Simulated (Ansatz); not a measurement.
An input meant for FeN2H4⁺, that is Fe(NH2)2 with one electron fewer (charge 1, doublet).

```yaml
crystal:
  periodic: [false, false, false]
  atoms:
    - {symbol: Fe, position_ang: [0.000191, -0.000287, -0.000023]}
    - {symbol: N, position_ang: [0.026793, -0.062752, 1.107779]}
    - {symbol: H, position_ang: [0.328119, 0.354586, 1.720932]}
    - {symbol: H, position_ang: [-0.243516, -0.496764, 1.446166]}
    - {symbol: N, position_ang: [-0.032001, 0.053748, -1.292399]}
    - {symbol: H, position_ang: [0.454206, -0.173705, -1.730405]}
    - {symbol: H, position_ang: [-0.461390, 0.316161, -1.438029]}
basis:
  gaussian: {orbitals: def2-SVP, final_grid: {core_spheres: 20, valence_spheres: 16, degree: 47}}
total_charge: 1
magnetization: {spin_polarized: true, initial_magnetization: 1}
hamiltonian: {xc: {name: B3LYP}, dispersion: d3bj}
scf: {omitted_lower_state_checks: [starts]}
```

```sh
$ ansatz run in.yaml --threads 2 --pin off --events-out ev --progress --plain --max-ram 4352MiB
```

It prints (some lines left out):

```
Functional definition: B3LYP
819 factors; integrals over basis functions are off by at most 1.3e-3 eV
mean field evaluation 1: about -37316.0280 eV, gradient 9.7e1 eV
mean field evaluation 2: about -36983.4662 eV, gradient 2.6e2 eV
mean field evaluation 4: about -37346.2426 eV, gradient 2.5e1 eV
mean field evaluation 8: about -37349.7614 eV, gradient 2.9e0 eV
mean field evaluation 16: about -37350.1480 eV, gradient 7.1e-2 eV
mean field evaluation 32: about -37350.1567 eV, gradient 6.3e-5 eV
mean field -37350.15665252 eV, -1372.5929401345 hartree, gradient 9.0e-6 eV, S^2 0.894329; 0 other end points of the search recorded, 0 dependent functions left out
reference -37350.15686445 eV, -1372.5929479228 hartree; 22, 21 occupied and 57, 58 virtual orbitals, 819 factors
Total energy: -37350.36617862 eV, -1372.6006400767 hartree
Checks for a lower state left out: starts
```

Task: What is wrong with this run?

Result: The geometry is squeezed to about two thirds of its size. Self-consistency was reached. The result belongs to that input, not to the species as meant. The charge 1 doublet is spin-contaminated (final ⟨S²⟩ up to 0.89, 0.75 for a pure state).
